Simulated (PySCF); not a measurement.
Several molecules and their computed UV-vis stick spectra, shuffled. Method used: TDDFT CAM-B3LYP/def2-SVPD, vertical, gas phase, core orbitals frozen in the response in PySCF 2.14.0, density-fitted response routines. Geometries: PBE0-D3(BJ)/def2-SVP; one conformer of each isolated species. Triplets are in the Tamm–Dancoff approximation. Relativistic effects are left out although some hold elements past zinc.

A. `[H][Ge]([CH3])([CH3])[O]C(C)=O`
B. `C#C[C@@H]1[SiH2]C[Si@H]1CCl`
C. `C1C(N[SiH2]N)C1`
D. `O=Cc1pcpcc1F`

Lowest singlet levels (six at most, fewer where fewer were computed) with oscillator strengths:

1. 5.82 eV (f 0.006); 6.01 eV (f 0.013); 6.34 eV (f 0.028); 6.47 eV (f 0.005); 6.58 eV (f 0.005); 6.73 eV (f 0.011); T1 5.16 eV
2. 5.92 eV (f 0.001); 7.60 eV (f 0.033); 7.92 eV (f 0.027); 8.10 eV (f 0.017); 8.12 eV (f 0.021); 8.22 eV (f 0.048); T1 5.43 eV
3. 6.29 eV (f 0.023); 6.54 eV (f 0.014); 6.78 eV (f 0.023); 7.13 eV (f 0.029); 7.22 eV (f 0.017); 7.41 eV (f 0.007)
4. 3.37 eV (f 0.004); 3.81 eV (f 0.011); 4.06 eV (f 0.014); 4.32 eV (f 0.153); 4.54 eV (f 0.000); 5.25 eV (f 0.001); T1 2.66 eV

**Question.** Which spectrum belongs to which structure?

**Answer.** 1 = B, 2 = A, 3 = C, 4 = D.
- A: S1 at 5.92 eV, HOMO→LUMO+2 (49%), HOMO→LUMO+1 (21%), HOMO→LUMO+3 (20%); Löwdin shares by element: HOMO oxygen 78%, carbon 16% or more; LUMO germanium 31%, carbon 21% or more, hydrogen 8% or more (atoms not listed hold the other 40%); HOMO -9.30 and LUMO 1.01 eV.
- B: S1 at 5.82 eV, HOMO→LUMO+2 (40%), HOMO→LUMO+7 (14%), HOMO→LUMO+1 (11%); Löwdin shares by element: HOMO carbon 72% or more, silicon 7% or more (atoms not listed hold the other 21%); LUMO silicon 24%, chlorine 21%, carbon 9% or more (atoms not listed hold the other 47%); HOMO -8.22 and LUMO 0.59 eV.
- C: S1 at 6.29 eV, HOMO→LUMO (72%); Löwdin shares by element: HOMO nitrogen 47% or more, carbon 18% or more, silicon 9% (atoms not listed hold the other 26%); LUMO silicon 38%, hydrogen 27% or more, nitrogen 13% or more (atoms not listed hold the other 22%); HOMO -7.95 and LUMO 1.21 eV.
- D: S1 at 3.37 eV, HOMO-1→LUMO (71%), HOMO-3→LUMO (13%); Löwdin shares by element: HOMO carbon 41% or more, phosphorus 32% (atoms not listed hold the other 27%); LUMO phosphorus 39%, carbon 25% or more (atoms not listed hold the other 36%); HOMO -9.02 and LUMO -2.20 eV.
A and B have S1 within 0.10 eV of each other; their strongest listed levels stand at 8.22 eV (f 0.048) and 6.34 eV (f 0.028).

Without π bonds the low states are Rydberg-like; a valence basis with one diffuse set may place them up to an eV too high.
